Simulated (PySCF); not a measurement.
Computed properties of 5H-1,4-dioxepine (C5H6O2), SMILES C1=COC=COC1

5H-1,4-dioxepine (C5H6O2), SMILES C1=COC=COC1. Geometry optimised at B3LYP-D3(BJ)/def2-SVP. The values are those of a single conformer. All values are computed for the isolated molecule unless a solvent is named; none is compared with measurement here.

**Structure.** All 33 harmonic modes at B3LYP-D3(BJ)/def2-SVP (PySCF) are real, so it is a minimum. With heavy atoms numbered as in [CH:1]1=[CH:2][O:3][CH:4]=[CH:5][O:6][CH2:7]1, the shortest bond between them is C1–C2 at 1.341 Å and the longest C1–C7 at 1.499 Å.

**Vibrations.** The strongest infrared lines (harmonic, unscaled, degenerate partners summed) lie at 1758 cm⁻¹ (182 km/mol, C 91 %), 1399 cm⁻¹ (124 km/mol, H 63 %, O 28 %, C 9 %), 1169 cm⁻¹ (89 km/mol, H 55 %, C 27 %, O 18 %). The softest mode is at 112 cm⁻¹ and the zero-point energy is 64.9 kcal/mol.

**Electronic structure.** M06-2X/def2-TZVP (PySCF) places the frontier levels at -7.34 and 0.92 eV, a gap of 8.26 eV, and gives a dipole moment of 1.02 D and a mean polarisability of 62.8 bohr³. PBE/def2-TZVP (PySCF) at the same geometry gives -4.95 and -0.91 eV, so its gap is 4.22 eV narrower. An orbital gap is neither the optical nor the fundamental gap.

**Excitations.** TDA-ωB97X/def2-SVPD (PySCF) has S1 at 5.64 eV (220 nm, f = 0.056, bright); the most intense of the 10 singlets computed lies at 7.74 eV (f = 0.28). T1 (TDA) is at 4.02 eV, 1.62 eV under S1. TDA-PBE/def2-SVPD (PySCF) puts S1 at 4.52 eV. No vertical singlet excitation falls in the visible range (under 3.1 eV).

**NMR.** GIAO shifts at B3LYP/pcSseg-1 (PySCF) (non-relativistic, atoms alike by connectivity averaged): ¹³C from 74.5 to 154.4 ppm against TMS; ¹H from 4.7 to 6.7 ppm against TMS.

**Solvation.** SMD-PBE0/def2-SVP (PySCF) gives -1.4 kcal/mol in water, -3.0 kcal/mol in n-hexane, -3.2 kcal/mol in methanol (1 M in both phases, gas-phase geometry); of these solvents methanol holds the molecule best.
